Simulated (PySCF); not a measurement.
## Electron correlation in Ge²⁺ (germanium, charge +2)

[Ar] 3d10 4s2, closed-shell 1S. Computed with PySCF 2.14 in jorge-DZP-DKH (8s6p2d1f, 43 functions), with the spin-free X2C one-electron Hamiltonian (Gaussian nucleus). Frozen: [Ar] 3d10; 2 electrons correlated.

Total MP2 correlation energy: -24.94 mhartree.

Same-spin part 0.00 and opposite-spin part -24.94 mhartree; SCS-MP2 scales them by 1/3 and 6/5 to -29.93 mhartree.

With two correlated electrons CCSD is exact within the correlated space (frozen core and kept virtual orbitals).

| level | correlation energy (mhartree) |
| --- | --- |
| CCSD | -37.59 |

Diagnostics: T1 = 0.0049, D1 = 0.0070, largest double amplitude 0.102.

Q: Is a single reference adequate?

A: Mostly. T1 lies below 0.03, but a double amplitude of this size points to a near-degeneracy that CCSD handles and MP2 describes poorly.
